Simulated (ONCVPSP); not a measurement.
## Sb (Z = 51): excitation energies, all-electron against ONCV

Sb, optimised norm-conserving Vanderbilt (ONCV), made with ONCVPSP 4.0.1 (PBE, scalar-relativistic). Core [Kr] 4d10, reference 5s1 5p4. Waves: 5s: rc 1.90 bohr, ncon 4, nbas 7, qcut 2.8 1/bohr, 1 projector; 5p: rc 2.55 bohr, ncon 5, nbas 9, qcut 3.3 1/bohr, 1 projector; d scattering state at 0.26 Ha: rc 1.95 bohr, ncon 4, nbas 9, qcut 4.6 1/bohr, 2 projectors, debl 3.3 Ha. Local part: polynomial inside 1.70 bohr (lpopt 5, dvloc0 1 Ha). Core correction: Teter function, fcfact 4, rcfact 1.05.

Energies are relative to the spin-unpolarised reference configuration 5s1 5p4; without spin polarisation the order of configurations can differ from experiment.

Q: Give the all-electron excitation energy and the error of the potential for: 5s2 5p3; 5s2 5p2; 5s2 5p1; 5s2 5p0.

A:

```tsv
valence configuration	charge	ΔE all-electron (eV)	error AE − PS (meV)
5s2 5p3	0	-8.112	+10
5s2 5p2	+1	0.205	+6.2
5s2 5p1	+2	16.174	+16
5s2 5p0	+3	40.587	+111
```

Note: ghosts flagged at negative energy: s at -6.2 eV; GHOST(+) flagged for d at 1.41 eV. A true bound ghost makes a file unfit for plane-wave use.
